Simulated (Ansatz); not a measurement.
Geometry optimisation, UKS r2SCANh-D4/def2-SVP (Ansatz 0.2.0).

Input:

```yaml
crystal:
  periodic: [false, false, false]
  atoms:
    - { symbol: Ga, position_ang: [-1.3661, 0.3105, -0.3489] }
    - { symbol: Si, position_ang: [1.1527, -0.6345, 0.0774] }
    - { symbol: H, position_ang: [-1.7218, 0.8503, -1.7816] }
    - { symbol: H, position_ang: [-2.5496, -0.2549, 0.5142] }
    - { symbol: H, position_ang: [0.1321, 0.8699, 0.5283] }
    - { symbol: F, position_ang: [-0.505, 1.8543, 0.8327] }
    - { symbol: H, position_ang: [1.9204, -0.5208, -1.1768] }
    - { symbol: H, position_ang: [2.1278, -0.4058, 1.1607] }
    - { symbol: H, position_ang: [0.8094, -2.0689, 0.1939] }
magnetization:
  spin_polarized: true
basis:
  gaussian: { orbitals: def2-SVP }
hamiltonian:
  xc: r2scanh
  dispersion: d4
relax:
  f_tol: 0.15
  max_steps: 25
  restrain:
    - { distance: [0, 5], at: 3.09, k: 30.0 }
    - { distance: [4, 1], at: 2.72, k: 30.0 }
    - { distance: [0, 1], at: 2.33, k: 30.0 }
    - { distance: [4, 5], at: 0.88, k: 30.0 }
```

Run as:

```bash
$ ansatz run input.yaml --threads 4 --pin off --max-ram 5120MiB --backend cpu --events-out ev --progress --plain --runs-dir out
```

Task: Where does it end, and by what steps?

Result: The run converged. The restraints hold the end off the free minimum; the threshold counts their pulls, which the force column leaves out. Restrained pairs: Ga1–F6 (2.13 → 3.08 Å), Si2–H5 (1.87 → 2.72 Å), Ga1–Si2 (2.72 → 2.35 Å), H5–F6 (1.21 → 0.91 Å). After 11 steps the energy has fallen by 0.728 eV (the restraints' own energy left out); H5 moved furthest, 1.07 Å.

```json
{"step": "0", "energy less start (eV)": "0.0000", "largest force component (eV/Å)": "1.437", "accepted": "yes"}
{"step": "1", "energy less start (eV)": "0.0224", "largest force component (eV/Å)": "2.465", "accepted": "yes"}
{"step": "2", "energy less start (eV)": "-0.0054", "largest force component (eV/Å)": "2.268", "accepted": "yes"}
{"step": "3", "energy less start (eV)": "0.1360", "largest force component (eV/Å)": "2.514", "accepted": "yes"}
{"step": "4", "energy less start (eV)": "-0.1710", "largest force component (eV/Å)": "2.153", "accepted": "yes"}
{"step": "5", "energy less start (eV)": "-0.4908", "largest force component (eV/Å)": "1.077", "accepted": "yes"}
{"step": "6", "energy less start (eV)": "-0.5672", "largest force component (eV/Å)": "0.943", "accepted": "yes"}
{"step": "7", "energy less start (eV)": "-0.6539", "largest force component (eV/Å)": "0.891", "accepted": "yes"}
{"step": "8", "energy less start (eV)": "-0.6645", "largest force component (eV/Å)": "0.794", "accepted": "no"}
{"step": "9", "energy less start (eV)": "-0.6991", "largest force component (eV/Å)": "0.699", "accepted": "yes"}
{"step": "10", "energy less start (eV)": "-0.7238", "largest force component (eV/Å)": "0.622", "accepted": "yes"}
{"step": "11", "energy less start (eV)": "-0.7284", "largest force component (eV/Å)": "0.702", "accepted": "yes"}
```

```xyz
9
Properties=species:S:1:pos:R:3
Ga -1.371 -0.178 -0.585
Si 0.853 -0.798 -0.143
H -1.765 0.529 -1.919
H -2.466 -0.483 0.489
H 0.591 1.546 1.215
F 0.013 2.161 0.868
H 1.859 -0.315 -1.136
H 1.256 -0.190 1.176
H 1.030 -2.273 0.035
```

The run took 67 s on 4 threads of Arm Neoverse N1, with other jobs on the host, peak memory 0.34 GiB.
